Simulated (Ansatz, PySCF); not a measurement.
Spin states of CrO3 (SMILES [O]=[Cr](=[O])=[O]), each relaxed with B3LYP-D3(BJ)/def2-TZVP.
State 1 (charge 0, multiplicity 1):
```tsv
atom	x (Å)	y (Å)	z (Å)
Cr	0.1322	-0.0998	-0.1868
O	-1.1087	-1.0669	-0.0869
O	-0.1482	1.2958	-0.8644
O	1.0669	-0.0622	1.0821
```
State 2 (charge 0, multiplicity 3):
```json
[
 {"atom": "Cr", "x (Å)": "0.1160", "y (Å)": "-0.1252", "z (Å)": "-0.1359"},
 {"atom": "O", "x (Å)": "-1.1098", "y (Å)": "-1.1122", "z (Å)": "-0.0788"},
 {"atom": "O", "x (Å)": "-0.1563", "y (Å)": "1.3999", "z (Å)": "-0.9409"},
 {"atom": "O", "x (Å)": "1.0922", "y (Å)": "-0.0955", "z (Å)": "1.0995"}
]
```

Singlets are restricted, other states unrestricted; no spin–orbit coupling, no relativity up to Kr; see below for the cores. The largest T1 diagnostic is 0.123.

The values were computed with Ansatz (a quantum-chemistry and plane-wave program) with Gaussian orbitals; PySCF for the dispersion terms. Values without a source in brackets are computed.

Give the energy of the multiplicity-3 state less that of the multiplicity-1 state at the level CAM-B3LYP-D3(BJ)/def2-TZVPP.

16.6 kcal/mol

Give the energy of the multiplicity-3 state less that of the multiplicity-1 state at the level BHLYP-D3(BJ)/def2-TZVPP.

-2.6 kcal/mol

Give the energy of the multiplicity-3 state less that of the multiplicity-1 state at the level r2SCAN-D3(BJ)/def2-TZVPP.

25.8 kcal/mol

Doubts at one or more of the structures used: a spin-contaminated determinant (BHLYP-D3(BJ)/def2-TZVPP).
